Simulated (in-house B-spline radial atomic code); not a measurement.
**Ga5+: [Ar] 3d8**

Level of theory: Dirac-Kohn-Sham PBEsol, spherical fractional occupations, Fermi nucleus of rms radius 3.9973 fm; calculated with an all-electron radial atomic-structure program (B-spline basis).

Z_r = [3n² - l(l+1)]/(2<r>); Z_e = n√(-2ε); the last column is Slater's effective charge. Values are occupation-weighted means over j.

```
shell  electrons   ε (eV)  <r> (bohr)    Z_r    Z_e  Slater
   1s          2   -10306     0.04863  30.85  27.52   30.70
   2s          2  -1349.7      0.2177  27.56  19.92   26.85
   2p          6  -1186.9      0.1907  26.22  18.68   26.85
   3s          2  -232.24      0.6415  21.05  12.39   19.75
   3p          6  -182.65       0.661  18.91  10.99   19.75
   3d          8  -101.34      0.7077  14.84   8.19   10.55
```

The least bound orbital is 3d5/2 at -101.1 eV, and it is also the most diffuse (<r> = 0.7091 bohr).

Spin-orbit splittings of the orbital energies (j = l + 1/2 above j = l - 1/2 when positive): 2p 27.61 eV, 3p 3.811 eV, 3d 0.5491 eV.

For the 1s electron the small component carries 1.25 % of the norm, the zero-frequency Breit interaction raises the level by 14.62 eV, self-energy by 7.521 eV, and vacuum polarisation lowers it by 0.7112 eV.
